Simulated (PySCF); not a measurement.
CBr$_{4}$, triplet, at the geometry of the source list (a higher spin typed on purpose: for a closed-shell molecule this is an excited state); DF-O3LYP/3-21G run with PySCF.

The PySCF input:
```python
from pyscf import gto, scf, dft

mol = gto.Mole()
mol.atom = '''
    Br    1.88530000   -0.43270000   -0.15840000
    C    -0.00000000   -0.00000000   -0.00000000
    Br   -0.26770000    1.88070000   -0.39740000
    Br   -0.59920000   -0.37070000    1.80840000
    Br   -1.01850000   -1.07720000   -1.25260000
'''
mol.basis = '3-21g'
mol.spin = 2
mol.verbose = 4
mol.build()

mf = dft.UKS(mol)
mf.xc = 'o3lyp'
mf = mf.density_fit(auxbasis='def2-universal-jkfit')
mf.kernel()
```

It wrote (shortened):

```
PySCF version 2.14.0

[INPUT] verbose = 4
[INPUT] num. atoms = 5
[INPUT] num. electrons = 146
[INPUT] charge = 0
[INPUT] spin (= nelec alpha-beta = 2S) = 2
[INPUT] symmetry False subgroup None
[INPUT] Mole.unit = angstrom
[INPUT] Symbol           X                Y                Z      unit          X                Y                Z       unit  Magmom
[INPUT]  1 Br     1.885300000000  -0.432700000000  -0.158400000000 AA    3.562700662643  -0.817684494099  -0.299332618131 Bohr   0.0
[INPUT]  2 C      0.000000000000   0.000000000000   0.000000000000 AA    0.000000000000   0.000000000000   0.000000000000 Bohr   0.0
[INPUT]  3 Br    -0.267700000000   1.880700000000  -0.397400000000 AA   -0.505879683546   3.554007922470  -0.750977161902 Bohr   0.0
[INPUT]  4 Br    -0.599200000000  -0.370700000000   1.808400000000 AA   -1.132323893839  -0.700521474376   3.417380723663 Bohr   0.0
[INPUT]  5 Br    -1.018500000000  -1.077200000000  -1.252600000000 AA   -1.924686057870  -2.035612981381  -2.367070943630 Bohr   0.0

nuclear repulsion = 1456.2583756199
number of shells = 45
number of NR pGTOs = 231
number of NR cGTOs = 97
basis = 3-21g
ecp = {}

******** <class 'pyscf.df.df_jk.DFUKS'> ********
method = DFUKS
initial guess = minao
damping factor = 0
level_shift factor = 0
DIIS = <class 'pyscf.scf.diis.CDIIS'>
diis_start_cycle = 1
diis_space = 8
diis_damp = 0
SCF conv_tol = 1e-09
SCF conv_tol_grad = None
SCF max_cycles = 50
direct_scf = False
number electrons alpha = 74  beta = 72
XC library pyscf.dft.libxc version 7.1.2
    S. Lehtola, C. Steigemann, M. J. T. Oliveira, and M. A. L. Marques,  SoftwareX 7, 1–5 (2018)
XC functionals = o3lyp
    W.-M. Hoe, A. J. Cohen, and N. C. Handy,  Chem. Phys. Lett. 341, 319–328 (2001)
    A. J. Cohen and N. C. Handy,  Mol. Phys. 99, 607 (2001)
radial grids:
    Treutler-Ahlrichs [JCP 102, 346 (1995); DOI:10.1063/1.469408] (M4) radial grids

becke partition: Becke, JCP 88, 2547 (1988); DOI:10.1063/1.454033
pruning grids: <function nwchem_prune>
grids dens level: 3
symmetrized grids: False
atomic radii adjust function: <function treutler_atomic_radii_adjust>
small_rho_cutoff = 0
Set gradient conv threshold to 3.16228e-05
tot grids = 95816
******** <class 'pyscf.df.df.DF'> ********
auxbasis = def2-universal-jkfit
init E= -10277.0078141954

cycle= 1 E= -10286.9283281463  delta_E= -9.92  |g|=  0.3  |ddm|= 3.85

cycle= 2 E= -10286.6372694436  delta_E= 0.291  |g|= 0.706  |ddm|= 1.99

cycle= 3 E= -10286.9533354375  delta_E= -0.316  |g|= 0.177  |ddm|= 1.99

cycle= 4 E= -10286.958660714  delta_E= -0.00533  |g|= 0.16  |ddm|= 1.22

cycle= 5 E= -10286.9850123786  delta_E= -0.0264  |g|= 0.0203  |ddm|= 0.617

cycle= 6 E= -10286.9852794  delta_E= -0.000267  |g|= 0.0202  |ddm|= 0.155

cycle= 7 E= -10286.9856483233  delta_E= -0.000369  |g|= 0.00787  |ddm|= 0.0681

cycle= 8 E= -10286.9857095573  delta_E= -6.12e-05  |g|= 0.00791  |ddm|= 0.0433

cycle= 9 E= -10286.9857711575  delta_E= -6.16e-05  |g|= 0.00516  |ddm|= 0.0266

cycle= 10 E= -10286.9858469157  delta_E= -7.58e-05  |g|= 0.00454  |ddm|= 0.0619

cycle= 11 E= -10286.985936465  delta_E= -8.95e-05  |g|= 0.00285  |ddm|= 0.106

cycle= 12 E= -10286.9859723146  delta_E= -3.58e-05  |g|= 0.00127  |ddm|= 0.0901

cycle= 13 E= -10286.9859762796  delta_E= -3.97e-06  |g|= 0.000619  |ddm|= 0.0473

cycle= 14 E= -10286.9859761596  delta_E= 1.2e-07  |g|= 0.000598  |ddm|= 0.0227

cycle= 15 E= -10286.9859769632  delta_E= -8.04e-07  |g|= 0.0001  |ddm|= 0.0141

cycle= 16 E= -10286.9859770097  delta_E= -4.65e-08  |g|= 7e-05  |ddm|= 0.0022

cycle= 17 E= -10286.9859769856  delta_E= 2.41e-08  |g|= 0.000109  |ddm|= 0.000915

cycle= 18 E= -10286.985977025  delta_E= -3.94e-08  |g|= 6.19e-05  |ddm|= 0.00162

cycle= 19 E= -10286.9859770405  delta_E= -1.55e-08  |g|= 4.38e-05  |ddm|= 0.00112

cycle= 20 E= -10286.9859770506  delta_E= -1.02e-08  |g|= 2.43e-05  |ddm|= 0.00151

cycle= 21 E= -10286.9859770536  delta_E= -3e-09  |g|= 1.88e-05  |ddm|= 0.000663

cycle= 22 E= -10286.9859770552  delta_E= -1.58e-09  |g|= 3.97e-06  |ddm|= 0.000741

cycle= 23 E= -10286.9859770554  delta_E= -1.73e-10  |g|= 4.94e-07  |ddm|= 0.000236

Extra cycle  E= -10286.9859770553  delta_E= 3.82e-11  |g|= 1.57e-06  |ddm|= 8.03e-06
converged SCF energy = -10286.9859770553  <S^2> = 2.0010056  2S+1 = 3.0006703
```
